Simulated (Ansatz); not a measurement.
A run for Ansatz (a first-principles code): R-BLYP/def2-TZVPP on CH5BOS (SMILES CB(O)S), a point of a torsion scan.

Ansatz 0.2 input:
```yaml
crystal:
  periodic: [false, false, false]
  atoms:
    - {symbol: C, position_ang: [-0.81425172, -0.53362999, -0.13082933]}
    - {symbol: B, position_ang: [0.30051892, 0.59016042, 0.05042958]}
    - {symbol: O, position_ang: [0.27324225, 1.51409656, 1.01945351]}
    - {symbol: S, position_ang: [1.73535270, 0.69336083, -1.05047058]}
    - {symbol: H, position_ang: [-0.64936119, -1.34327284, 0.58028206]}
    - {symbol: H, position_ang: [-1.81095561, -0.14187191, 0.06892793]}
    - {symbol: H, position_ang: [-0.82852074, -0.97806151, -1.12255874]}
    - {symbol: H, position_ang: [-0.46074368, 1.50818481, 1.63281610]}
    - {symbol: H, position_ang: [1.42889580, -0.33997068, -1.82561807]}
basis:
  gaussian:
    orbitals: def2-TZVPP
hamiltonian:
  xc: {name: BLYP}
scf: {lower_state_search: off}
```

Output:

```
WARN ansatz: RAYON_NUM_THREADS=1 ignored (pool sized by the plan → 1); use --threads N
Functional definition: BLYP
these checks for a lower state are left out or cut short: stability, starts, cluster_reference, orbital_swaps, neighbouring_geometries, increment
integrals: 0.11 GiB planned
1079 factors; their error is unknown
mean field: 0.82 GiB planned
mean field evaluation 1: about -14665.5982 eV, gradient 8.6e1 eV
mean field evaluation 2: about -14625.6448 eV, gradient 1.5e2 eV
mean field evaluation 4: about -14679.8196 eV, gradient 1.5e1 eV
mean field evaluation 8: about -14680.2537 eV, gradient 2.7e-1 eV
mean field evaluation 16: about -14680.2367 eV, gradient 3.3e-4 eV
mean field -14680.23670603 eV, -539.4887483248 hartree, gradient 5.6e-6 eV, S^2 0.000000; 0 other end points of the search recorded, 0 dependent functions left out
reference -14680.23704482 eV, -539.4887607749 hartree; 20, 20 occupied and 185, 185 virtual orbitals, 1079 factors
Total energy: -14680.23704482 eV, -539.4887607749 hartree
Checks for a lower state left out: stability, starts, cluster_reference, orbital_swaps, neighbouring_geometries, increment
```

Self-consistency was reached.

Cost: very roughly 4 core-seconds.
